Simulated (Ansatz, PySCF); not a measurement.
Molecule: RbO (charge 0, doublet). SMILES: [O][Rb]
Geometry: optimised at B3LYP-D3(BJ)/def2-TZVP (Ansatz, a quantum-chemistry and plane-wave program).

Wanted: vertical ionisation energy (to the triplet state of charge +1; each state is the SCF solution reached for its spin), in eV. Cores are frozen in the correlated levels unless marked. UHF or UKS for open shells. No spin-orbit coupling. Frozen are the shells of the preceding noble gas and the d and f shells that filled before the atom's block. The outer core of K, Ca and their heavier congeners is not correlated, a term that matters for these elements. In def2 rows, elements after Kr have scalar-relativistic effective core potentials. 

```
level                program  vertical ionisation energy (eV)
-------------------  -------  -------------------------------
PBE/def2-TZVPD        Ansatz                             7.58
r2SCAN/def2-TZVPD     Ansatz                             7.35
B3LYP/def2-TZVPD      Ansatz                             7.50
PBE0/def2-TZVPD       Ansatz                             7.25
wB97X-V/def2-TZVPD    Ansatz                             7.34
CCSD/def2-TZVPPD      Ansatz                             6.94
CCSD/def2-QZVPPD      Ansatz                             7.04
CCSD(T)/def2-TZVPPD   Ansatz                             7.05
CCSD(T)/def2-QZVPPD   Ansatz                             7.16
```

For comparison, minus the highest occupied orbital energy (PySCF): 5.47 eV at MN15/def2-TZVPD, 3.74 eV at TPSSh/def2-TZVPD, 6.10 eV at CAM-B3LYP/def2-TZVPD.
